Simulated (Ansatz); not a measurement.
Two isomers of C3H9As: A = `CC[AsH]C`, B = `C[As](C)C`.

Program: Ansatz. Geometries: PBE0-D4/def2-TZVP. ΔE: electronic, gas phase. CCSD(T)/CBS adds triple-zeta CCSD(T) − MP2 to the extrapolated MP2 energy (def2 sets, frozen cores). Functionals use def2-TZVPP. B3LYP here is the variant with VWN-RPA as its local correlation; programs differ in this. For As outer-core shells are correlated without core-valence functions, which leaves a few kJ/mol of doubt a bond. Scalar relativity is left out up to krypton. One conformer a species, not always the lowest.

Problem. Which is lower in electronic energy at CCSD(T)/CBS, and by how much? (Estimate.)

Solution. Computed: B, by 6.5 kcal/mol.

Problem. Give E(B) − E(A) in kcal/mol with CCSD(T)/def2-SVP, B2PLYP, HF/def2-TZVPP, MP2/def2-TZVPP, ωB97M-V, B3LYP-D4, r2SCAN-D4. (An estimate is asked.)

Solution. Ansatz gave: CCSD(T)/def2-SVP -2.7, B2PLYP -6.5, HF/def2-TZVPP -5.3, MP2/def2-TZVPP -7.7, ωB97M-V -6.6, B3LYP-D4 -6.3, r2SCAN-D4 -6.7. None reverses the order clearly.

Problem. Does the order hold for the free energy at 298.15 K (harmonic terms from PBE0-D4)? (Best estimate.)

Solution. The calculation gave: Yes: G(B) − G(A) = -5.7 kcal/mol, for one conformer each.

Largest T1 diagnostic: 0.010.

In def2-TZVPP, CCSD(T) changes the Hartree–Fock value by −1.5 kcal/mol (the triples alone add −0.3 kcal/mol) and MP2 by −2.4 kcal/mol. Leaving LDA and LC-ωPBE aside and taking each functional with its dispersion term where it has one, the values, not all of them listed here, spread over 0.7 kcal/mol, from r2SCAN-D4 to CAM-B3LYP-D4. LDA lies +0.9 kcal/mol from PBE without D4.
